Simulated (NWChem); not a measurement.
All runs are NWChem calculations. System: H3OSi, charge -1, spin multiplicity 1, at the geometry of a parent with another charge or spin, in a state set for the comparison that need not be this species' ground state. Level: RHF/def2-TZVPD.

Input file:

```
start mol
memory heap 200 mb stack 900 mb global 1100 mb
charge -1
geometry units angstroms nocenter noautoz
  O     -1.179621    -0.216817     0.000000
  Si     0.469888     0.097966     0.000000
  H      0.914384     0.828065     1.223719
  H      0.914384     0.828065    -1.223719
  H      1.029765    -1.293119     0.000000
  symmetry group Cs
end
basis spherical
  * library def2-tzvpd
end
scf
  rhf
  nopen 0
  maxiter 100
  thresh 1e-7
  semidirect memsize 60000000 filesize 0
end
task scf energy
```

Output (cleaned and shortened):

```
             Northwest Computational Chemistry Package (NWChem) 7.3.0
             --------------------------------------------------------

                                NWChem Input Module
                                -------------------

 Scaling coordinates for geometry "geometry" by  1.889725989
 (inverse scale =  0.529177249)

 Turning off AUTOSYM since
 SYMMETRY directive was detected!

                             Geometry "geometry" -> ""
                             -------------------------

 Output coordinates in angstroms (scale by  1.889725989 to convert to a.u.)

  No.       Tag          Charge          X              Y              Z
 ---- ---------------- ---------- -------------- -------------- --------------
    1 O                    8.0000    -1.17962100    -0.21681700     0.00000000
    2 Si                  14.0000     0.46988800     0.09796600     0.00000000
    3 H                    1.0000     0.91438400     0.82806500     1.22371900
    4 H                    1.0000     0.91438400     0.82806500    -1.22371900
    5 H                    1.0000     1.02976500    -1.29311900     0.00000000

 Effective nuclear repulsion energy (a.u.)      55.7372141227

            Nuclear Dipole moment (a.u.)
            ----------------------------
        X                 Y               Z
 ---------------- ---------------- ----------------
    -0.0000056692    -0.0000018897     0.0000000000

      Symmetry information
      --------------------

 Group name             Cs
 Group number              2
 Group order               2
 No. of unique centers     4

      Symmetry unique atoms

     1    2    3    5


 Summary of "ao basis" -> "" (spherical)
 ------------------------------------------------------------------------------
       Tag                 Description            Shells   Functions and Types
 ---------------- ------------------------------  ------  ---------------------
 *                         def2-tzvpd                 on all atoms

 Summary of "ao basis" -> "ao basis" (spherical)
 ------------------------------------------------------------------------------
[...]
  ----- ------------  ---------------      ----- ------------  ---------------
     8      0.388838  1 O  py                11      0.351073  1 O  py
    14      0.271862  1 O  py

 Vector   14  Occ=0.000000D+00  E= 2.059398D-01  Symmetry=a'
              MO Center=  7.3D-01,  2.8D-01, -5.1D-13, r^2= 1.6D+01
   Bfn.  Coefficient  Atom+Function         Bfn.  Coefficient  Atom+Function
  ----- ------------  ---------------      ----- ------------  ---------------
     6      5.936443  1 O  s                 46     -4.482268  2 Si s
    59      3.043199  2 Si px                16      1.383371  1 O  px
    45     -1.000837  2 Si s                 60      0.779225  2 Si py
    76     -0.472747  2 Si d  2              13      0.448334  1 O  px
    74      0.428612  2 Si d  0              72     -0.328414  2 Si d -2

 Vector   15  Occ=0.000000D+00  E= 2.524480D-01  Symmetry=a'
              MO Center=  4.5D-01,  6.8D-02, -9.0D-15, r^2= 1.3D+01
   Bfn.  Coefficient  Atom+Function         Bfn.  Coefficient  Atom+Function
  ----- ------------  ---------------      ----- ------------  ---------------
    45      2.582171  2 Si s                 16     -1.665556  1 O  px
     6     -1.288283  1 O  s                 56     -0.738330  2 Si px
    76     -0.727389  2 Si d  2              74      0.704054  2 Si d  0
     5     -0.681188  1 O  s                 13     -0.678231  1 O  px
    59     -0.677755  2 Si px                72     -0.520707  2 Si d -2

 Vector   16  Occ=0.000000D+00  E= 2.614760D-01  Symmetry=a'
              MO Center=  7.1D-01,  1.2D+00,  2.5D-12, r^2= 1.1D+01
   Bfn.  Coefficient  Atom+Function         Bfn.  Coefficient  Atom+Function
  ----- ------------  ---------------      ----- ------------  ---------------
    17      1.856001  1 O  py                72      1.486063  2 Si d -2
    76     -1.145376  2 Si d  2              74     -0.999990  2 Si d  0
    60     -0.536234  2 Si py               109      0.520784  5 H  py
    92      0.462440  3 H  pz               101     -0.462440  4 H  pz
   108      0.450762  5 H  px                91     -0.365484  3 H  py

 center of mass
 --------------
 x =  -0.11423957 y =  -0.01452938 z =   0.00000000

 moments of inertia (a.u.)
 ------------------
          25.366727605396         -19.787511072342           0.000000000000
         -19.787511072342         121.540555473398           0.000000000000
           0.000000000000           0.000000000000         125.349395820061

  Mulliken analysis of the total density
  --------------------------------------

    Atom       Charge   Shell Charges
 -----------   ------   -------------------------------------------------------
    1 O    8     8.94   0.79  1.18  0.57  0.94  0.38  0.02  1.78  2.01  1.13  0.12  0.00  0.01  0.00  0.00
    2 Si  14    13.64   2.00  0.58  1.39  0.76  0.32  0.02  4.12  1.73  0.52  1.21  0.35  0.21  0.33  0.05  0.06
    3 H    1     1.14   0.24  0.59  0.29  0.01  0.01
    4 H    1     1.14   0.24  0.59  0.29  0.01  0.01
    5 H    1     1.13   0.24  0.58  0.29  0.01  0.01

       Multipole analysis of the density wrt the origin
       ------------------------------------------------

     L   x y z        total         open         nuclear
     -   - - -        -----         ----         -------
     0   0 0 0     -1.000000      0.000000     25.000000

     1   1 0 0      1.471379      0.000000     -0.000006
     1   0 1 0      0.387453      0.000000     -0.000002
     1   0 0 1     -0.000000      0.000000      0.000000

     2   2 0 0    -24.818976      0.000000     60.550195
     2   1 1 0     -0.895831      0.000000     10.260696
     2   1 0 1     -0.000000      0.000000      0.000000
     2   0 2 0    -19.269805      0.000000     12.691490
     2   0 1 1      0.000000      0.000000      0.000000
     2   0 0 2    -18.968190      0.000000     10.695253

 Task  times  cpu:        4.9s     wall:        4.9s

 Total times  cpu:        4.9s     wall:        4.9s
```
